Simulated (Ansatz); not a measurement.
A search over several starts for the lowest SCF solution of InCl4, that is [InCl4]- with one electron fewer at the given spin, in a small basis.

```yaml
crystal:
  periodic: [false, false, false]
  atoms:
    - {symbol: In, position_ang: [0.000097, 0.000038, -0.000080]}
    - {symbol: Cl, position_ang: [0.010882, -0.016933, 2.432482]}
    - {symbol: Cl, position_ang: [2.289777, 0.011281, -0.821097]}
    - {symbol: Cl, position_ang: [-1.155237, 1.988932, -0.791801]}
    - {symbol: Cl, position_ang: [-1.145519, -1.983328, -0.819494]}
basis:
  gaussian: {orbitals: def2-SVP}
magnetization: {spin_polarized: true, initial_magnetization: 1}
hamiltonian: {xc: pbe0, dispersion: d4}
output: {orbitals: {seedname: orbitals}}
```

```sh
$ ansatz run in.yaml --threads 4 --pin off --events-out ev --progress --plain --max-ram 3916MiB
```

Output, abridged:

```
Functional definition: PBE0
971 factors; integrals over basis functions are off by at most 3.0e-4 eV
mean field evaluation 1: about -55233.5904 eV, gradient 1.4e1 eV
mean field evaluation 2: about -55230.5960 eV, gradient 2.5e1 eV
mean field evaluation 4: about -55234.8042 eV, gradient 1.2e0 eV
mean field evaluation 8: about -55234.8785 eV, gradient 4.3e-1 eV
mean field evaluation 16: about -55234.8820 eV, gradient 1.4e-2 eV
mean field evaluation 32: about -55234.8952 eV, gradient 3.9e-3 eV
mean field evaluation 64: about -55234.8703 eV, gradient 4.5e-1 eV
mean field evaluation 96: about -55234.8952 eV, gradient 4.2e-4 eV
mean field evaluation 128: about -55234.8952 eV, gradient 4.0e-5 eV
mean field evaluation 160: about -55234.8704 eV, gradient 4.4e-1 eV
mean field evaluation 192: about -55234.8879 eV, gradient 1.3e-1 eV
mean field evaluation 224: about -55234.7349 eV, gradient 2.9e-1 eV
mean field -55234.89520720 eV, -2029.8449593079 hartree, gradient 3.3e-6 eV, S^2 0.752989; 20 other end points of the search recorded, 0 dependent functions left out
reference -55234.89524345 eV, -2029.8449606400 hartree; 45, 44 occupied and 53, 54 virtual orbitals, 971 factors
Total energy: -55235.07737807 eV, -2029.8516539639 hartree
```

It took 70 s on 4 threads of Intel Xeon on a shared host.

In the def2 sets In takes a core potential; there is no spin–orbit coupling.
